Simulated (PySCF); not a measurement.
**How the method moves the HOMO and LUMO of `CN[SiH2]OC`**

Compound: C2H9NOSi.
Z-matrix (Å and degrees, PBE0-D3(BJ)/def2-SVP geometry), rows numbered from 1:
```
C 
N   1  1.4423
Si  2  1.7201  1  126.55
O   3  1.6699  2  116.56  1    88.38
C   4  1.3970  3  123.32  2   -63.23
H   1  1.1040  2  111.97  3   135.94
H   1  1.1014  2  109.66  3    17.64
H   1  1.1067  2  113.68  3  -102.07
H   2  1.0142  1  114.03  3   166.28
H   3  1.4970  2  105.61  1   -31.91
H   3  1.4850  2  109.01  1  -155.11
H   5  1.1063  4  112.14  3    65.54
H   5  1.1074  4  112.28  3   -55.91
H   5  1.1013  4  109.12  3  -175.22
```

Basis pcSseg-1 throughout (PySCF), one geometry. Geometry: PBE0-D3(BJ)/def2-SVP, one conformer, isolated molecule.

Problem. How do the orbital energies, the gap and the dipole change with the method?

Solution. 
| method | kind | HOMO (eV) | LUMO (eV) | gap (eV) | μ (D) | SCF cycles |
| --- | --- | --- | --- | --- | --- | --- |
| BLYP | GGA | -5.35 | 0.26 | 5.61 | 1.98 | 15 |
| OPBE | GGA | -5.47 | 0.50 | 5.97 | 1.99 | 16 |
| PBE | GGA | -5.48 | 0.22 | 5.70 | 2.01 | 15 |
| B97-D | GGA | -5.48 | 0.38 | 5.87 | 1.99 | 15 |
| KT2 | GGA | -5.59 | 0.10 | 5.68 | 1.97 | 16 |
| BP86 | GGA | -5.59 | 0.27 | 5.86 | 2.04 | 14 |
| KT3 | GGA | -5.60 | 0.13 | 5.72 | 1.91 | 15 |
| LDA | LDA | -5.60 | -0.01 | 5.60 | 2.10 | 14 |
| B97-2 | global hybrid | -6.62 | 1.10 | 7.73 | 2.02 | 13 |
| B3LYP | global hybrid | -6.63 | 0.77 | 7.41 | 2.02 | 13 |
| PBE0 | global hybrid | -6.89 | 1.07 | 7.96 | 2.05 | 13 |
| mPW1PW91 | global hybrid | -6.92 | 1.09 | 8.01 | 2.05 | 13 |
| BHandHLYP | global hybrid | -8.20 | 1.79 | 9.99 | 2.06 | 12 |
| CAM-B3LYP | range-separated hybrid | -8.28 | 1.95 | 10.22 | 2.05 | 12 |
| wB97X-D | range-separated hybrid | -8.79 | 2.89 | 11.68 | 2.08 | 13 |
| LC-wPBE | range-separated hybrid | -9.68 | 3.27 | 12.95 | 2.10 | 13 |
| HF | Hartree–Fock | -10.33 | 3.97 | 14.31 | 2.12 | 10 |

The HOMO spans 4.99 eV, from BLYP down to HF, and the gap runs from 5.60 eV (LDA) to 14.31 eV (HF). Over the methods BLYP (0 %), OPBE (0 %), PBE (0 %), B97-D (0 %), KT2 (0 %), BP86 (0 %), KT3 (0 %), LDA (0 %), B97-2 (21 %), B3LYP (20 %), PBE0 (25 %), mPW1PW91 (25 %), BHandHLYP (50 %), HF (100 %), a straight line through the gap against the share of exact exchange rises by 0.86 eV for each 10 % (correlation coefficient 0.999). The dipole ranges from 1.91 D (KT3) to 2.12 D (HF). This basis has no diffuse functions.
